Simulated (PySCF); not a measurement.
The vertical singlet excitations below were computed for one of the candidates. Theory: PySCF, TDDFT PBE0/def2-SVPD, vertical, gas phase, core orbitals frozen in the response. Geometries: GFN2-xTB, one conformer each.

| state | ν̃ (cm⁻¹) | f | main configurations (H = HOMO, L = LUMO) |
| --- | --- | --- | --- |
| S1 | 51190 | 0.0009 | H-1→L (98%) |
| S2 | 51930 | 0.238 | H→L (94%) |
| S3 | 53240 | 0.0002 | H→L+1 (70%), H→L+2 (22%) |
| S4 | 57910 | 0.0078 | H→L+2 (72%), H→L+1 (20%) |
| S5 | 59280 | 0.058 | H-2→L (95%) |
| S6 | 59970 | 0.014 | H-3→L (79%), H-4→L (17%) |
| S7 | 60940 | 0.039 | H-1→L+1 (68%), H-1→L+2 (14%) |
| S8 | 61080 | 0.0009 | H→L+4 (83%), H→L+1 (8%) |

Triplets computed (Tamm–Dancoff): 4.04, 5.90, 6.16 eV.

Orbital energies (eV): HOMO-3 -9.17, HOMO-2 -8.91, HOMO-1 -8.38, HOMO -7.48, LUMO -0.49, LUMO+1 0.49, LUMO+2 0.91.

Question: Which candidate is it?
A. `[SiH3]O[C@H]1C[SiH2]1`
B. `Cl[SiH2]CC1CC1`
C. `[H]/N=C\[C@@H]1C[SiH2]1`
D. `CO[C@@H]1C[SiH2]1`
E. `C=C(Cl)[SiH](C)C`

Answer: E. Its S1 lies at 6.35 eV; the nearest of the others has S1 at 6.90 eV. S1 is HOMO-1→LUMO (98%). Löwdin shares by element: HOMO carbon 57% or more, chlorine 31%; LUMO carbon 68% or more, chlorine 8%, hydrogen 6% or more (atoms not listed hold the other 18%). At the same level the other candidates give, for their lowest levels:
- `[H]/N=C\[C@@H]1C[SiH2]1`: 5.02 eV (f 0.017); 5.78 eV (f 0.270); 6.03 eV (f 0.033); 6.24 eV (f 0.022); 6.44 eV (f 0.016); T1 4.10 eV; HOMO -6.86, LUMO -0.53 eV
- `CO[C@@H]1C[SiH2]1`: 5.66 eV (f 0.147); 5.91 eV (f 0.018); 6.14 eV (f 0.008); 6.30 eV (f 0.090); 6.79 eV (f 0.001); T1 4.42 eV; HOMO -6.37, LUMO 0.15 eV
- `[SiH3]O[C@H]1C[SiH2]1`: 5.49 eV (f 0.019); 5.82 eV (f 0.154); 6.05 eV (f 0.012); 6.40 eV (f 0.074); 6.67 eV (f 0.003); T1 4.46 eV; HOMO -6.52, LUMO 0.03 eV
- `Cl[SiH2]CC1CC1`: 6.90 eV (f 0.004); 7.32 eV (f 0.020); 7.69 eV (f 0.011); 7.78 eV (f 0.048); 7.82 eV (f 0.008); T1 6.67 eV; HOMO -7.76, LUMO 0.31 eV

Conformer computed: `[CH2:1]=[C:2]([Cl:3])[SiH:4]([CH3:5])[CH3:6]`: C1–C2–Si4–C5 -123°.

Without π bonds the low states are Rydberg-like; a valence basis with one diffuse set may place them up to an eV too high.
